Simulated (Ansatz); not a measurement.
```yaml
crystal:
  periodic: [false, false, false]
  atoms:
    - {symbol: Cl, position_ang: [0.554748, -3.862489, -1.178241]}
    - {symbol: Cl, position_ang: [-1.426638, -3.198825, 2.170460]}
    - {symbol: S, position_ang: [-2.604462, -2.137996, -1.832603]}
    - {symbol: S, position_ang: [-2.405576, 2.007342, -1.078964]}
    - {symbol: S, position_ang: [-1.955251, 0.790025, 3.157197]}
    - {symbol: S, position_ang: [0.217186, -0.426431, -3.591072]}
    - {symbol: S, position_ang: [-0.096069, -0.462479, 0.147989]}
    - {symbol: S, position_ang: [0.886848, 3.148480, 1.396327]}
    - {symbol: S, position_ang: [3.434576, 0.206639, -0.470624]}
    - {symbol: S, position_ang: [1.551317, -0.451137, 3.405636]}
    - {symbol: S, position_ang: [1.493157, 2.831331, -2.164869]}
    - {symbol: Zn, position_ang: [-1.583744, 0.021804, -2.047804]}
    - {symbol: Zn, position_ang: [-0.428407, -2.386976, -2.656080]}
    - {symbol: Zn, position_ang: [-1.194285, -2.582143, -0.059003]}
    - {symbol: Zn, position_ang: [-1.918113, 0.985714, 0.902383]}
    - {symbol: Zn, position_ang: [1.607270, 0.462713, -1.999284]}
    - {symbol: Zn, position_ang: [-0.607733, -1.090118, 2.696060]}
    - {symbol: Zn, position_ang: [2.030692, -0.354896, 1.197134]}
    - {symbol: Zn, position_ang: [-0.254224, 2.757281, -0.690263]}
    - {symbol: Zn, position_ang: [2.419286, 2.274784, -0.108122]}
    - {symbol: Zn, position_ang: [0.279432, 1.467398, 2.803753]}
basis:
  gaussian: {orbitals: cc-pVDZ, fitting: {mean_field: def2-universal-jkfit}}
total_charge: -1
magnetization: {spin_polarized: true, initial_magnetization: 1}
hamiltonian: {xc: {name: wB97X-V}}
scf: {lower_state_search: off}
output: {forces: true}
```

```sh
$ ansatz run in.yaml --threads 5 --pin off --events-out ev --progress --plain --max-ram 66560MiB --backend cuda --devices 0, --max-vram 37GiB
```

Output, abridged:

```
Functional definition: wB97X-V
4048 factors; integrals over basis functions are off by at most 4.8e-2 eV
4048 factors; integrals over basis functions are off by at most 3.3e-7 eV
mean field evaluation 1: about -606723.8716 eV, gradient 6.8e1 eV
mean field evaluation 2: about -606714.4621 eV, gradient 1.1e2 eV
mean field evaluation 4: about -606739.1770 eV, gradient 2.7e0 eV
mean field evaluation 8: about -606739.2723 eV, gradient 6.8e-1 eV
mean field evaluation 16: about -606739.3166 eV, gradient 6.2e-2 eV
mean field evaluation 32: about -606739.3182 eV, gradient 2.8e-3 eV
mean field -606739.31818903 eV, -22297.2586807660 hartree, gradient 9.0e-6 eV, S^2 0.755833; 0 other end points of the search recorded, 0 dependent functions left out
reference -606739.31818888 eV, -22297.2586807603 hartree; 240, 239 occupied and 388, 389 virtual orbitals, 4048 factors
Total energy: -606739.31818888 eV, -22297.2586807603 hartree
Atom 0 at     0.554748    -3.862489    -1.178241 Å, force    -0.077304     0.034914    -0.059616 eV/Å
Atom 1 at    -1.426638    -3.198825     2.170460 Å, force    -0.028595    -0.033752    -0.100251 eV/Å
Atom 2 at    -2.604462    -2.137996    -1.832603 Å, force     0.360572    -0.017252     0.016876 eV/Å
Atom 3 at    -2.405576     2.007342    -1.078964 Å, force     0.193986    -0.371180    -0.022675 eV/Å
Atom 4 at    -1.955251     0.790025     3.157197 Å, force     0.174913    -0.320003    -0.364526 eV/Å
Atom 5 at     0.217186    -0.426431    -3.591072 Å, force    -0.288897    -0.308726     0.215208 eV/Å
Atom 6 at    -0.096069    -0.462479     0.147989 Å, force    -0.295442    -0.234294     0.058912 eV/Å
Atom 7 at     0.886848     3.148480     1.396327 Å, force    -0.288727    -0.231064    -0.203308 eV/Å
Atom 8 at     3.434576     0.206639    -0.470624 Å, force    -0.446677    -0.016323    -0.097197 eV/Å
Atom 9 at     1.551317    -0.451137     3.405636 Å, force    -0.445411     0.010642    -0.307680 eV/Å
Atom 10 at     1.493157     2.831331    -2.164869 Å, force    -0.216842    -0.392920     0.059531 eV/Å
Atom 11 at    -1.583744     0.021804    -2.047804 Å, force    -0.258763     0.294153    -0.136270 eV/Å
Atom 12 at    -0.428407    -2.386976    -2.656080 Å, force     0.045707     0.009720    -0.324229 eV/Å
Atom 13 at    -1.194285    -2.582143    -0.059003 Å, force    -0.133321    -0.018529     0.147870 eV/Å
Atom 14 at    -1.918113     0.985714     0.902383 Å, force    -0.520495     0.117575     0.036335 eV/Å
Atom 15 at     1.607270     0.462713    -1.999284 Å, force     0.444773     0.085994    -0.292361 eV/Å
Atom 16 at    -0.607733    -1.090118     2.696060 Å, force     0.107285     0.064996     0.460883 eV/Å
Atom 17 at     2.030692    -0.354896     1.197134 Å, force     0.591492    -0.425813     0.089027 eV/Å
Atom 18 at    -0.254224     2.757281    -0.690263 Å, force    -0.060210     0.636037    -0.038379 eV/Å
Atom 19 at     2.419286     2.274784    -0.108122 Å, force     0.864236     0.621077     0.226387 eV/Å
Atom 20 at     0.279432     1.467398     2.803753 Å, force     0.277720     0.494747     0.635463 eV/Å
Dipole moment:    -0.371052    -0.721654    -0.121557 e Å
Checks for a lower state left out: stability, starts, cluster_reference, orbital_swaps, neighbouring_geometries, increment
```

Hardware: 5 threads of AMD EPYC 7R13 on a shared host and a share (37 GiB) of an NVIDIA H100 80GB HBM3. Wall time 62 s, peak host memory 7.6 GiB.

The highest occupied level of an anion often lies above zero with these methods, and sets without diffuse functions describe the outer electron poorly. The geometry of the charge -1 doublet is only loosely relaxed.

The dipole of an ion depends on the origin.
